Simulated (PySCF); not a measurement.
Se(Me)(SMe) (C2H6SSe), SMILES S([Se]C)C. Atoms are numbered in the order given.

```xyz
10

Se     0.3370     0.3205     0.7695
C      1.0789     1.5996    -0.4916
H      1.9011     1.1364    -1.0520
H      1.4627     2.4469     0.0965
H      0.3027     1.9591    -1.1802
S     -0.2308    -1.2501    -0.6396
C     -1.8773    -0.7012    -1.1646
H     -2.5615    -0.6372    -0.3073
H     -2.2494    -1.4604    -1.8701
H     -1.8297     0.2692    -1.6791
```
Charge 0, spin multiplicity 1.

Coordinates come from a ωB97X-D3(BJ)/def2-SVP optimisation. Other conformers were not sampled.

Two levels are set side by side: PBE/pcSseg-1 (PySCF) and KT2/pcSseg-1 (PySCF). GIAO shifts against H2S (³³S), Me2Se (⁷⁷Se), TMS (¹H), TMS (¹³C) at the same level; non-relativistic, no solvent, atoms listed together averaged. Differences are taken from unrounded values.

```json
[
 {"quantity": "δ(⁷⁷Se) of Se1 (ppm)", "KT2": "342.8", "PBE": "350.4", "PBE minus KT2": "7.6"},
 {"quantity": "δ(¹³C) of C2 (ppm)", "KT2": "22.3", "PBE": "23.0", "PBE minus KT2": "0.7"},
 {"quantity": "δ(³³S) of S6 (ppm)", "KT2": "245.1", "PBE": "259.8", "PBE minus KT2": "14.7"},
 {"quantity": "δ(¹³C) of C7 (ppm)", "KT2": "28.0", "PBE": "28.5", "PBE minus KT2": "0.5"}
]
```

Rough cost on one machine, each run with all the roots and properties that it gave: KT2 against PBE within a factor of 2.
